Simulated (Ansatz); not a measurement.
C2H3, charge -1, singlet, geometry from GFN2-xTB (a gas-phase anion, which may not be bound at this level). Base run: CCSD/aug-cc-pVDZ (Ansatz, an electronic-structure program).

Input for Ansatz:
Ansatz 0.2 input:
```yaml
crystal:
  periodic: [false, false, false]
  atoms:
    - {symbol: C, position_ang: [0.00856514, 0.13575372, 0.76152728]}
    - {symbol: C, position_ang: [-0.00697222, 0.01624273, -0.56463432]}
    - {symbol: H, position_ang: [0.02007549, -0.91762162, 1.24606451]}
    - {symbol: H, position_ang: [-0.01955300, 0.91982196, -1.20226169]}
    - {symbol: H, position_ang: [-0.01007999, -0.91417901, -1.22516056]}
basis:
  gaussian:
    orbitals: aug-cc-pVDZ
total_charge: -1
magnetization: {spin_polarized: false}
correlation: {method: ccsd}
```

Variants of this job, named by their change:

```csv
change,ΔE vs base (kcal/mol),MP2 correlation (Eh),CC correlation without the perturbative part (Eh),basis functions
base,0.000,-0.29746,-0.32224,73
diis_vectors = 2,0.000,-0.29746,-0.32224,73
method = rpa,…,-,-,73
"fitting = cc-pVTZ-JKFIT (mean field), cc-pVTZ-RIFIT (correlation)",0.021,-0.29726,-0.32218,73
electrons = outside_noble_gas,0.000,-0.29746,-0.32224,73
accuracy = high,0.000,-0.29746,-0.32224,73
method = bccd,0.384,-0.29746,-0.32163,73
lower_state_search = off,0.000,-0.29746,-0.32224,73
method = ccsd_t,-8.82,-0.29746,-0.32224,73
method = bccd_t,-8.85,-0.29746,-0.32163,73
```

Q: What belongs in the gaps?

A: 
- method = rpa, ΔE vs base (kcal/mol): -13.56

A gas-phase anion may not be bound at this level; its values then depend on the basis.
